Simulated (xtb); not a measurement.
Si(H)(F)(Cl)(Et) (C₂H₆ClFSi), SMILES CC[SiH](F)Cl. All values are semi-empirical tight-binding results from xtb (GFN2-xTB unless named), good for trends rather than for accurate numbers. Geometry optimised at GFN2-xTB. The structure was generated by enumeration, and PubChem lists no compound with its InChIKey, so it may never have been made. The values are those of a single conformer.

```
Quantity                                       Result
--------------------------------------  -------------
orbital gap                                   6.23 eV
dipole moment                                  2.15 D
zero-point energy                       48.8 kcal/mol
G − E(el) at 298.15 K (modified RRHO)   28.6 kcal/mol
static polarisability (D4 model)           70.5 bohr³
solvation energy, GFN2-xTB/ALPB(water)  -0.6 kcal/mol
solvation energy, GFN2-xTB/ALPB(chcl3)  -3.9 kcal/mol
```
